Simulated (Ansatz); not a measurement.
Ansatz (a quantum-chemistry and plane-wave program) input:

Ansatz 0.2 input:
```yaml
crystal:
  periodic: [false, false, false]
  atoms:
    - {symbol: C, position_ang: [0.00095815, 0.02021252, 0.53600730]}
    - {symbol: Cl, position_ang: [-1.42409725, -0.86234095, -0.18025347]}
    - {symbol: Cl, position_ang: [-0.04133625, 1.67236730, -0.23152765]}
    - {symbol: Cl, position_ang: [1.46291248, -0.79213304, -0.18755577]}
basis:
  gaussian:
    orbitals: def2-TZVP
hamiltonian:
  xc: b3lyp
  dispersion: d3bj
total_charge: -1
relax: {f_tol: 0.002, max_steps: 150}
```

Problem. Which total energy does the run end on?

Solution. -1418.81477 Eh (B3LYP-D3(BJ)/def2-TZVP). The basis has 142 functions. The run takes very roughly 24 core-seconds.
